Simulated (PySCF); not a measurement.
# Bonding in `[SiH3]S/C([SiH3])=C\S[SiH2]Cl`

C2H9ClS2Si3.
Numbering: `[SiH3:1][S:2]/[C:3]([SiH3:4])=[CH:5]\[S:6][SiH2:7][Cl:8]` (hydrogens: H9, H10, H11 on Si1; H12, H13, H14 on Si4; H15 on C5; H16, H17 on Si7)

Cartesian coordinates in Å at the GFN2-xTB level; atoms count from 1:
```xyz
17
C2H9ClS2Si3 angstrom
Si    -0.745    2.411   -0.006
S     -0.053    0.698   -1.106
C     -0.605   -0.582    0.013
Si    -2.149   -1.485   -0.592
C      0.051   -0.889    1.124
S      1.534   -0.179    1.768
Si     2.917   -0.234    0.106
Cl     2.509   -1.803   -1.071
H     -2.151    2.174    0.296
H      0.043    2.561    1.208
H     -0.526    3.477   -0.969
H     -3.227   -0.498   -0.673
H     -1.860   -2.031   -1.914
H     -2.468   -2.532    0.377
H     -0.345   -1.643    1.789
H      2.897    1.015   -0.633
H      4.170   -0.450    0.809
```

Bond orders from the PBE0/pcSseg-1 density (PySCF). The structure is a single GFN2-xTB conformer in the gas phase; no vibrational or solvent corrections.

Where do the orders between heavy atoms depart from those drawn in the SMILES?

The largest departure is 0.208, at C3–C5 (drawn double, 1.792). Drawn single, order below 0.88: C3–Si4 (0.810).

Set the Mayer orders of the bonds between heavy atoms beside their lengths.

```json
{"bond": "Si1–S2", "drawn as": "single", "length (Å)": "2.150", "Mayer order": "0.883"}
{"bond": "S2–C3", "drawn as": "single", "length (Å)": "1.788", "Mayer order": "1.062"}
{"bond": "C3–Si4", "drawn as": "single", "length (Å)": "1.888", "Mayer order": "0.810"}
{"bond": "C3–C5", "drawn as": "double", "length (Å)": "1.326", "Mayer order": "1.792"}
{"bond": "C5–S6", "drawn as": "single", "length (Å)": "1.766", "Mayer order": "1.090"}
{"bond": "S6–Si7", "drawn as": "single", "length (Å)": "2.163", "Mayer order": "0.913"}
{"bond": "Si7–Cl8", "drawn as": "single", "length (Å)": "2.004", "Mayer order": "1.008"}
```

By pair of heavy elements: S–Si: lowest Si1–S2 (0.883, 2.150 Å), highest S6–Si7 (0.913, 2.163 Å); in 1 of the 1 pairs the longer bond (by over 0.003 Å) has the higher order (by 0.02 or more). C–S: lowest S2–C3 (1.062, 1.788 Å), highest C5–S6 (1.090, 1.766 Å).

And the bonds to hydrogen?

H–Si: 0.91 to 0.95 (8 bonds); C–H: 0.93 (1 bond).

Sum the orders of all bonds at each heavy atom with more than one neighbour and set the sums beside the valence in the SMILES.

Si1 3.673 (drawn 4), S2 1.945 (drawn 2), C3 3.664 (drawn 4), Si4 3.631 (drawn 4), C5 3.813 (drawn 4), S6 2.003 (drawn 2), Si7 3.756 (drawn 4). Orders between atoms that aren't bonded are not in these sums.

The Mayer order sums products of elements of PS (density times overlap matrix) between the two atoms' basis functions, so it depends on the basis set.
